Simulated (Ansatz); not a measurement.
Mulliken charges of `BSB(O)Cl` from r2SCAN/def2-TZVPP in Ansatz (PBE0-D4/def2-TZVP geometry).

```tsv
atom	x (Å)	y (Å)	z (Å)	charge (e)
B1	-0.692	0.047	1.668	-0.019
S2	-1.024	0.058	-0.080	-0.163
B3	0.594	-0.049	-0.955	0.307
O4	0.593	-0.057	-2.300	-0.255
Cl5	2.143	-0.141	-0.151	-0.141
H6	0.416	-0.021	2.089	0.037
H7	-1.654	0.112	2.368	0.015
H8	-0.283	-0.005	-2.694	0.220
```

Task: By hand: the dipole of these point charges (1 e Å = 4.8032 D).

Result: Σ q r = (-0.163, 0.009, -0.184) e Å, of length 0.246 e Å = 1.18 D.

Task: How does the dipole of the full density compare? (Estimate.)

Result: The calculation gave: (-0.268, 0.016, -0.177) e Å, 1.54 D; the point charges give 0.77 times that, at 15° from its direction.

Point charges leave out the atoms' own dipoles, such as those of lone pairs, and Mulliken's split depends on the basis, so the two needn't agree.
